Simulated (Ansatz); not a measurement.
`Fc1ccccn1`, charge 0, multiplicity 1.

Task: Give a relaxed structure at PBE0-D4/def2-TZVP (the Gaussian-basis code of Ansatz). (An estimate is asked.)

Result: Computed: 
```xyz
11

F     0.000   -0.099    2.730
C    -0.061    0.011    1.405
C     0.763   -0.802    0.641
C     0.673   -0.661   -0.730
C    -0.215    0.266   -1.260
C    -0.979    1.014   -0.383
N    -0.905    0.890    0.942
H     1.434   -1.506    1.116
H     1.292   -1.269   -1.380
H    -0.313    0.405   -2.329
H    -1.687    1.751   -0.752
```
Point group Cs.
This is one stationary point; other conformers may exist.
